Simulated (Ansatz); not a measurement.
Ti, triplet; B3LYP5/cc-pVTZ run with Ansatz (an electronic-structure program).

Ansatz was given this input:
Ansatz 0.2 input:
```yaml
crystal:
  periodic: [false, false, false]
  atoms:
    - {symbol: Ti, position_ang: [0.00000000, 0.00000000, 0.00000000]}
basis:
  gaussian:
    orbitals: cc-pVTZ
hamiltonian:
  xc: b3lyp5
magnetization: {spin_polarized: true, initial_magnetization: 2}
```

Question: Write the output that Ansatz gives for this input, abridged.

Answer: 
```
Functional definition: B3LYP5
579 factors; their error is unknown
mean field evaluation 1: about -23093.9893 eV, gradient 5.6e1 eV
mean field evaluation 2: about -23049.1213 eV, gradient 1.0e2 eV
mean field evaluation 4: about -23109.9668 eV, gradient 8.0e0 eV
mean field evaluation 8: about -23110.4092 eV, gradient 8.2e-2 eV
mean field evaluation 16: about -23110.4195 eV, gradient 6.2e-1 eV
mean field evaluation 32: about -23110.6133 eV, gradient 1.1e-5 eV
mean field evaluation 64: about -23110.6128 eV, gradient 1.4e-1 eV
mean field -23110.61334792 eV, -849.2993755996 hartree, gradient 2.4e-6 eV, S^2 2.002454; 9 other end points of the search recorded, 0 dependent functions left out
reference -23110.61349116 eV, -849.2993808638 hartree; 12, 10 occupied and 56, 58 virtual orbitals, 579 factors
Total energy: -23110.61349116 eV, -849.2993808638 hartree
```
